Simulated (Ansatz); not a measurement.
`CO[SiH](C)C#N` → `CO[SiH2]C#N` + `[CH2]` (triplet) at 700 K and 1 bar (formal loss of a carbene).

Program: Ansatz. Geometries: PBE0-D4/def2-TZVP. ΔE: electronic, gas phase. CCSD(T)/CBS is the MP2 limit (def2-TZVPP, def2-QZVPP) plus CCSD(T) − MP2 in def2-TZVPP, frozen cores. This one scheme is used for every species. Triplets are unrestricted, without spin–orbit coupling. One conformer a species, not always the lowest.

| species | CCSD(T)/CBS energy (Eh) | H − E (kJ/mol) | S (J/(mol·K)) |
| --- | --- | --- | --- |
| `CO[SiH](C)C#N` | -537.36905 | 347.8 | 522.8 |
| `CO[SiH2]C#N` | -498.08666 | 253.2 | 455.0 |
| `[CH2]` (triplet) | -39.09499 | 70.4 | 226.8 |

H − E and S are ideal-gas, rigid-rotor, harmonic terms from PBE0-D4/def2-TZVP, for one conformer and one mirror image of each species, with the whole ground term of open shells counted as degenerate. 1 Eh = 2625.50 kJ/mol, R = 8.31446 J/(mol·K).

By hand: ΔE, ΔH, ΔS and ΔG.

ΔE = (-498.08666) + (-39.09499) − (-537.36905) = 0.18740 Eh = 492.0 kJ/mol. Δ(H − E) = 253.2 + 70.4 − 347.8 = -24.2, so ΔH = 467.8 kJ/mol. ΔS = 455.0 + 226.8 − 522.8 = 159.0 J/(mol·K). ΔG = 467.8 − 700 × (159.0)/1000 = 356.5 kJ/mol.

By hand: the equilibrium constant, and the temperature at which ΔG would vanish if ΔH and ΔS stayed fixed.

log₁₀ K = −ΔG/(RT ln 10) = -26.6. ΔG = 0 at ΔH/ΔS = 2942 K, far beyond where these terms or the molecules hold.

The number of gas molecules changes by +1, which sets the sign of ΔS. A doubt of 5 kJ/mol in ΔE shifts log₁₀ K by 0.4 here. Other conformers and mirror images would add mixing entropy, several J/(mol·K) or more a flexible species. A triplet takes part, so the spin changes. These are equilibria of isolated gas molecules and say nothing of rates. Largest T1 diagnostic: 0.012 (customary marks: 0.02 for closed shells, 0.045 for open ones).
